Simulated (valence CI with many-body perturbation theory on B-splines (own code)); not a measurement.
## W XXV: calculated level list

Computed by configuration interaction combined with many-body perturbation theory (CI+MBPT): four valence electrons over a frozen Dirac-Fock core [Kr] 4d10, radial functions for each j: 7 s, 7 p, 7 d, 7 f, 4 g, 2 h, with the one-electron correlation potential Σ1, the two-electron term Σ2, the three-electron term Σ3, Breit, model QED; selected CI, second order for the rest (own B-spline code, finite nucleus).

No measured levels were compared; by estimate terms of the open shell hold to a few per cent of their energy, and close levels can change places.

Levels 46 to 90 of 201, with energies above the lowest level, 4f⁴ ⁵I_4. "Leading %" is the weight of the configuration and term that name the level; weights of strongly mixed levels are sums over their largest components and can fall short. In the jj column 3d3/2^4 stands for four electrons in 3d with j = 3/2. Lifetimes count E1, E2, E3, M1 and M2 decay at the calculated energies, and are blank where another channel may lead or the interval is too uncertain; long ones can be off by a factor of two.

```
No.  Configuration  Term   J  E (eV)  Leading %  Lifetime      g              Leading jj
 46            4f⁴    ³L   9  13.485         59   2.87 ms  1.067    4f5/2 4f7/2^3 (96 %)
 47            4f⁴    ³F   2  13.485         40   1.29 ms  1.141    4f5/2 4f7/2^3 (76 %)
 48            4f⁴    ³G   5  13.501         42   1.49 ms  1.112    4f5/2 4f7/2^3 (59 %)
 49            4f⁴    ³F   3  13.534         59   2.19 ms  1.201    4f5/2 4f7/2^3 (48 %)
 50            4f⁴    ⁵D   4  13.905         42   2.28 ms  1.154  4f5/2^2 4f7/2^2 (79 %)
 51            4f⁴    ³H   6  14.081         32   2.04 ms  1.051    4f5/2 4f7/2^3 (42 %)
 52            4f⁴    ³F   3  14.164         66   1.50 ms  1.113    4f5/2 4f7/2^3 (67 %)
 53            4f⁴    ³H   5  14.552         72   3.91 ms  1.060  4f5/2^2 4f7/2^2 (80 %)
 54            4f⁴    ¹G   4  15.090         49   1.36 ms  1.021    4f5/2 4f7/2^3 (56 %)
 55            4f⁴    ¹L   8  15.202         39    908 μs  1.028          4f7/2^4 (68 %)
 56            4f⁴    ³G   5  15.690         53   1.08 ms  1.099    4f5/2 4f7/2^3 (42 %)
 57            4f⁴    ³G   3  15.696         65   2.09 ms  0.901  4f5/2^2 4f7/2^2 (60 %)
 58            4f⁴    ³G   4  15.784         51   1.91 ms  1.083  4f5/2^2 4f7/2^2 (51 %)
 59            4f⁴    ³K   6  15.801         51   5.32 ms  0.959  4f5/2^2 4f7/2^2 (43 %)
 60            4f⁴    ¹K   7  15.957         64   1.72 ms  1.032    4f5/2 4f7/2^3 (81 %)
 61            4f⁴    ³H   4  16.156         56   1.78 ms  0.919  4f5/2^2 4f7/2^2 (46 %)
 62            4f⁴    ¹D   2  16.240         53   1.08 ms  0.987    4f5/2 4f7/2^3 (60 %)
 63            4f⁴    ³H   6  16.591         48   1.93 ms  1.083    4f5/2 4f7/2^3 (64 %)
 64            4f⁴    ³F   2  16.670         60   2.29 ms  0.826  4f5/2^2 4f7/2^2 (48 %)
 65            4f⁴    ³K   8  16.802         58   6.46 ms  1.069  4f5/2^2 4f7/2^2 (94 %)
 66            4f⁴    ³F   4  16.896         40   1.15 ms  1.128    4f5/2 4f7/2^3 (59 %)
 67            4f⁴    ³K   7  17.033         76   5.45 ms  1.037  4f5/2^2 4f7/2^2 (89 %)
 68            4f⁴    ³P   0  17.056         62    673 μs         4f5/2^2 4f7/2^2 (55 %)
 69            4f⁴    ³H   5  17.135         46   1.34 ms  0.962  4f5/2^2 4f7/2^2 (51 %)
 70            4f⁴    ¹N  10  17.249         87   2.13 ms  1.010    4f5/2 4f7/2^3 (64 %)
 71            4f⁴    ³F   4  17.527         43   1.39 ms  1.161  4f5/2^2 4f7/2^2 (44 %)
 72            4f⁴    ¹D   2  17.759         40    816 μs  0.988          4f7/2^4 (74 %)
 73            4f⁴    ³F   3  17.980         69   1.91 ms  1.039    4f5/2 4f7/2^3 (62 %)
 74            4f⁴    ³G   5  18.115         48    910 μs  1.097    4f5/2 4f7/2^3 (44 %)
 75            4f⁴    ³H   6  18.209         59   1.04 ms  1.082  4f5/2^2 4f7/2^2 (44 %)
 76            4f⁴    ³P   1  19.111         83    727 μs  1.423  4f5/2^2 4f7/2^2 (53 %)
 77            4f⁴    ³I   6  19.600         58   3.24 ms  1.019  4f5/2^2 4f7/2^2 (68 %)
 78            4f⁴    ³G   4  19.693         39   1.73 ms  1.010    4f5/2 4f7/2^3 (56 %)
 79            4f⁴    ³I   5  19.829         46   1.47 ms  0.938    4f5/2 4f7/2^3 (44 %)
 80            4f⁴    ¹L   8  19.837         58   1.75 ms  1.048    4f5/2 4f7/2^3 (89 %)
 81            4f⁴    ³G   3  19.849         64    989 μs  0.886    4f5/2^3 4f7/2 (38 %)
 82            4f⁴    ³P   2  20.762         55   1.98 ms  1.332  4f5/2^2 4f7/2^2 (55 %)
 83            4f⁴    ³I   7  20.783         81   1.90 ms  1.116    4f5/2 4f7/2^3 (85 %)
 84            4f⁴    ³G   5  20.844         83   1.32 ms  1.163    4f5/2 4f7/2^3 (51 %)
 85            4f⁴    ¹G   4  20.963         33    781 μs  1.071          4f7/2^4 (51 %)
 86            4f⁴    ³G   3  21.192         37   1.20 ms  1.024  4f5/2^2 4f7/2^2 (57 %)
 87            4f⁴    ¹D   2  21.647         50    768 μs  1.076    4f5/2 4f7/2^3 (54 %)
 88            4f⁴    ¹I   6  22.474         55   1.00 ms  1.032          4f7/2^4 (37 %)
 89            4f⁴    ¹G   4  22.788         61    802 μs  1.008  4f5/2^2 4f7/2^2 (54 %)
 90            4f⁴    ¹F   3  23.596         52   1.34 ms  1.145    4f5/2 4f7/2^3 (72 %)
```

Names give the largest LS component (configuration and term), which can be under half, so a name can repeat, a term be missing and a line seem to break the LS rules; names also repeat where a configuration has a term twice.

Where two levels of one J and parity lie close, their mixing, g and order are uncertain.
